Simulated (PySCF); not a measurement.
CH₂F, multiplicity 2. Atoms are numbered in the order given.

```xyz
4

C     -0.6543     0.0557     0.0000
F      0.6848    -0.0096     0.0000
H     -1.1189    -0.1240     0.9585
H     -1.1189    -0.1240    -0.9585
```
Charge 0, spin multiplicity 2.

Coordinates come from a B3LYP-D3(BJ)/def2-TZVPD optimisation. The isomer is the one that the SMILES or the coordinates give; other isomers of the formula were not compared.

Computed with TDA-LC-ωPBE/def2-TZVPD (PySCF).

Vertical excitations. Isolated molecule, no solvent.

Computed lowest excited states:
```csv
state,energy (eV),λ (nm),f,main pairs
root 1,6.03,206,0.025,"α HOMO→LUMO 81 %, α HOMO→LUMO+4 12 %"
root 2,6.43,193,0.002,"α HOMO→LUMO+1 60 %, α HOMO→LUMO+4 20 %"
root 3,6.52,190,0.000,β HOMO→LUMO 93 %
root 4,7.55,164,0.001,α HOMO→LUMO+2 91 %
root 5,8.22,151,0.027,"α HOMO→LUMO+3 51 %, α HOMO→LUMO+6 21 %, α HOMO→LUMO+4 13 %"
root 6,8.38,148,0.012,"α HOMO→LUMO+3 37 %, α HOMO→LUMO+4 22 %, α HOMO→LUMO+6 20 %, β HOMO−1→LUMO 5 %"
root 7,9.15,135,0.047,"α HOMO→LUMO+6 42 %, α HOMO→LUMO+1 24 %, α HOMO→LUMO+4 21 %"
root 8,9.23,134,0.014,α HOMO→LUMO+5 85 %
root 9,9.47,131,0.035,"α HOMO→LUMO+3 6 %, β HOMO−1→LUMO 82 %"
root 10,9.86,126,0.005,"α HOMO−1→LUMO 25 %, α HOMO→LUMO+7 14 %, α HOMO−1→LUMO+4 7 %, α HOMO−1→LUMO+1 6 %, β HOMO→LUMO+1 27 %, β HOMO→LUMO+5 7 %"
```
Unrestricted roots are not spin-pure.
